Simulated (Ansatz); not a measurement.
The lowest singlet and triplet of H4Si2 (SMILES [SiH][SiH3]); geometries from B3LYP-D3(BJ)/def2-TZVP, each state relaxed from the structure named, with no frequency check.
Singlet (charge 0, multiplicity 1):
```xyz
6

Si     1.212    -0.518    -0.146
Si    -1.015     0.340     0.088
H      1.732     0.825     0.353
H     -1.244     0.739     1.504
H     -2.082    -0.620    -0.291
H     -1.170     1.552    -0.762
```

| level | gap E(singlet) − E(triplet), vertical, at the singlet's geometry (kcal/mol) | cost |
|---|---|---|
| R-HF/cc-pV(D+d)Z | -8.61 | - |
| R-HF/cc-pV(T+d)Z | -8.24 | - |
| R-PBE/def2-TZVPP | -19.19 | ×1 |
| U-r2SCAN/def2-TZVPP (spin-contaminated) | -15.39 | ×4 |
| U-PBE0/def2-TZVPP | -18.35 | ×3 |
| R-wB97X-V/def2-TZVPP | -24.11 | ×2 |
| U-wB97M-V/def2-TZVPP | -26.18 | ×5 |
| U-B2PLYP/def2-TZVPP (spin-contaminated) | -21.79 | ×3 |
| R-MP2/cc-pV(T+d)Z | -19.84 | - |
| R-CCSD/cc-pV(D+d)Z | -21.23 | - |
| R-CCSD/cc-pV(T+d)Z | -22.22 | - |
| U-CCSD/cc-pV(T+d)Z (spin-contaminated) | -21.78 | - |
| SA-CASSCF(2,2)/cc-pV(D+d)Z | -18.01 | - |
| FIC-MRCISD+Q on SA-CASSCF(2,2)/cc-pV(T+d)Z | -22.78 | - |

The rows run from -26.18 (U-wB97M-V/def2-TZVPP) to -8.24 kcal/mol (R-HF/cc-pV(T+d)Z).

A positive gap puts the triplet lower; no zero-point energy. R- takes a restricted singlet. U- takes an unrestricted singlet (broken symmetry where lower, unprojected). The triplet is unrestricted in single-reference levels. Active spaces average the two states.

Cores are frozen in the correlated methods.

Doubts at one or more of the structures used: a restricted determinant that unrestricted orbitals would lower (R-HF/cc-pV(D+d)Z, R-HF/cc-pV(T+d)Z, R-MP2/cc-pV(T+d)Z, R-CCSD/cc-pV(D+d)Z, R-CCSD/cc-pV(T+d)Z); T1 above 0.05 (U-CCSD/cc-pV(T+d)Z (spin-contaminated)).

Codes used: Ansatz (a quantum-chemistry and plane-wave program). 

Costs are rough ratios of core time to R-PBE/def2-TZVPP (about 2.6 s over the structures, on one shared machine); a dash marks a level with no comparable run of its own.
